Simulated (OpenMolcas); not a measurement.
In⁺: effect of the active space

* Program: OpenMolcas 26.06
* Method: SS-CASPT2 or its RAS form, IPEA 0.25 Eh, imaginary shift 0.1 Eh
* Basis: ANO-RCC-VQZP
* Scalar Hamiltonian: DKH2, point nucleus
* Spin-orbit coupling: RASSI with atomic mean-field integrals over the reference wave functions, term energies averaged over their components

A. 2 electrons in 4 orbitals (5s 5p); 2S+1 = 3 even, 3 roots; 2S+1 = 1 even, 7 roots; 2S+1 = 3 odd, 3 roots; 2S+1 = 1 odd, 3 roots; closed shells correlated: 4d; CASPT2 step about 6 core-seconds
B. 2 electrons in 8 orbitals (5s 5p 6s 6p); 2S+1 = 3 even, 3 roots; 2S+1 = 1 even, 7 roots; 2S+1 = 3 odd, 3 roots; 2S+1 = 1 odd, 3 roots; closed shells correlated: 4d; CASPT2 step about 10 core-seconds
C. 2 electrons in 9 orbitals (RAS2 5s 5p; RAS3 5d, at most 2 electrons); 2S+1 = 3 even, 3 roots; 2S+1 = 1 even, 7 roots; 2S+1 = 3 odd, 3 roots; 2S+1 = 1 odd, 3 roots; closed shells correlated: 4d; CASPT2 step roughly 8 core-seconds

Energies in cm⁻¹ above 5s² ¹S₀, the measured ground level; measured values from NIST Handbook of Basic Atomic Spectroscopic Data.

```tsv
Level	A	B	C	Measured
5s² ¹S₀	0.0	0.0	0.0	0.0
5s 5p ³P°₀	41340	41270	41910	42276
5s 5p ³P°₁	42280	42210	42840	43351
5s 5p ³P°₂	44340	44260	44900	45830
5s 5p ¹P°₁	62300	61830	61850	63038
```

Deviations, from unrounded energies. A percentage is the sum of absolute deviations over the sum of measured energies, with the sign that they share, or ± where signs differ.

```json
{"Against measurement": "mean absolute deviation (cm-1)", "Levels": "4", "A": "1100", "B": "1200", "C": "750"}
{"Against measurement": "other configurations (%)", "Levels": "4", "A": "-2.2", "B": "-2.5", "C": "-1.5"}
```

C lies closest to measurement on these levels and B furthest from it. The largest miss of C in the table is 5s 5p ¹P°₁, by -1200 cm-1. The ranking rests on the paired levels alone, and a cruder setting can come out closer through cancelling errors.

Among A to C the level of the table that moves most is 5s 5p ³P°₀, by 640 cm-1 (lowest in B, highest in C). Moves below CASPT2's spread within the term are not significant.

Over all roots computed the reference weight is 0.86 to 0.94 in B; the roots of lowest weight are the least certain, and an intruder state may touch them. The run also gave levels led by 5s 6s, which use shells meant for correlation; these and all levels above them are left out (holds for B). Active for correlation alone: 5d; no level in the range computed is led by a configuration that fills it, so any true level of that kind is missing (holds for C). Measured partners are found by configuration, term and J. A level has none where our copy of the source lacks it or the pairing is in doubt (some pairs that miss far off the trend of their configuration count as doubtful), and it then counts in no deviation. Only configurations of the active space appear. The table leaves out levels that lie high or whose names do not pair safely across all columns.

° marks odd parity.
